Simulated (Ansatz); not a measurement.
Saddle point of TiAlH₃F₄, singlet (TiAlH₃F₄ ([F][Ti]1([F])([F])[H][AlH2][F]1) → TiAlH₃F₄ ([F][Ti]12([F])([F])[H][AlH]([H]1)[F]2); bonds formed: H2–Ti5; bonds weakened to dative contacts: Ti5–F6), PBE0-D4/def2-TZVP structure:

```xyz
9
angstrom
Al -0.8190 -0.8787 -1.0085
H 0.6986 -0.6961 -1.5066
H -2.0756 -1.5332 -1.6737
H -0.9283 0.7318 -0.4503
Ti 0.5522 0.6048 0.7363
F -0.4196 -1.2076 0.6936
F 1.1029 2.0387 -0.0796
F -0.1542 1.1723 2.2110
F 2.0430 -0.2322 1.0778
```

Energies are electronic, without zero-point energy. Barriers and step energies count from the start structure reached by relaxing down the imaginary mode; all methods use the PBE0-D4 structures, on which another method's saddle can fall below an end. Program: Ansatz 0.2.0. Basis: def2-TZVPP, with def2-QZVPP for the basis limit. Cores are frozen in the correlated methods. B3LYP uses VWN-RPA correlation. Extrapolation: Hartree–Fock as exp(−7.88 √X), correlation as X^−2.97.

| method | barrier (kcal/mol) | step energy (kcal/mol) |
| --- | --- | --- |
| SPW92 | ? | 1.37 |
| PBE-D4 | 4.96 | 3.55 |
| BLYP-D4 | 6.32 | 5.53 |
| r2SCAN-D4 | 4.87 | 3.40 |
| B97M-V | 5.32 | 3.63 |
| PBE0-D4 | 5.29 | 3.72 |
| B3LYP-D4 | ? | 5.46 |
| r2SCAN0-D4 | 5.19 | 3.56 |
| BHLYP-D4 | 6.79 | 5.70 |
| CAM-B3LYP-D4 | 6.44 | 5.29 |
| wB97X-V | 5.71 | 4.36 |
| wB97M-V | 5.39 | 4.05 |
| B2PLYP | 6.14 | 4.69 |
| PBE-QIDH | 5.26 | 3.25 |
| RPA on PBE | ? | 3.43 |
| HF | 8.24 | 8.09 |
| MP2 | 5.42 | 3.20 |
| CCSD | 6.06 | 4.34 |
| CCSD(T) | 5.47 | 3.52 |

Question: Fill in the withheld barriers. (To be estimated.)

Answer: By the calculation: B3LYP-D4 6.45; RPA on PBE 5.34; SPW92 3.62 kcal/mol. Each is the energy of the saddle less that of the start structure, by the same method.

For comparison, the barrier by CCSD(T) at an estimated basis limit (MP2 extrapolated from triple and quadruple zeta, plus CCSD(T) − MP2 in triple zeta) is 5.76 kcal/mol.

No T1 diagnostic of these runs exceeds 0.024.

Ligand swaps between two centres remove the fluorinated layer in thermal atomic layer etching, and scramble precursors in the gas phase.

Labels in which every atom is bracketed show which atoms are joined, not bond orders.

For scale, one of the runs: CCSD(T)/def2-TZVPP, 272 basis functions, launched by `ansatz run in.yaml --threads 8 --pin off --events-out ev --progress --plain --max-ram 19148MiB`. The run took 5.5 min on 8 CPU threads of an Intel Xeon (shared host), with 8.1 GiB of host memory at its peak.
